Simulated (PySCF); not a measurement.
PySCF job for B(OH)2(OEt) (C2H7BO3), SMILES B(OCC)(O)O, PBE/pcSseg-1. Geometry: PBE0-D3(BJ)/def2-SVP. Other conformers were not sampled.

```python
import numpy as np
from pyscf import gto, scf, dft
from pyscf.prop.nmr import rks as nmr

mol = gto.M(
    atom='''
    B     0.00509103    0.94613468   -0.03912613
    O     0.33228802    2.07852146   -0.73233562
    H    -0.28365376    2.80574195   -0.62642662
    O    -1.09845749    0.81871013    0.76913702
    H    -1.63860254    1.60706034    0.84932652
    O     0.84600086   -0.10716805   -0.17588598
    C     0.59099134   -1.33911026    0.45847209
    C    -0.36733656   -2.19422448   -0.34314437
    H     1.56226053   -1.84930152    0.56084923
    H     0.19329903   -1.17463684    1.47464086
    H     0.01178127   -2.34513439   -1.36515358
    H    -0.49571526   -3.18095796    0.12797358
    H    -1.35540429   -1.71394471   -0.40486911
    ''',
    basis='pcSseg-1',
    charge=0,
    spin=0,
    max_memory=1600,
    verbose=3,
)
mf = dft.RKS(mol, xc='pbe')
mf.grids.level = 3
mf.conv_tol = 1e-10
mf.max_cycle = 100
mf.kernel()
n = nmr.NMR(mf)
n.verbose = 2
n.max_cycle_cphf = 60
sigma = n.kernel()
print('atom   isotropic/ppm   span/ppm')
for i, s in enumerate(sigma):
    w = np.linalg.eigvalsh((s + s.T) / 2)
    print(f'{mol.atom_symbol(i):2s}{i + 1:3d} {w.mean():14.3f} {w[2] - w[0]:11.3f}')
```

Output:

```
converged SCF energy = -330.679763127487
atom   isotropic/ppm   span/ppm
B   1         78.340      10.606
O   2        240.336     112.512
H   3         29.351      15.862
O   4        242.795      94.927
H   5         29.403      15.895
O   6        225.467     175.381
C   7        116.636      75.350
C   8        161.055      38.296
H   9         27.428      10.319
H  10         27.018       7.781
H  11         29.986       8.376
H  12         30.354      10.085
H  13         29.797       8.021
```

The run converged.
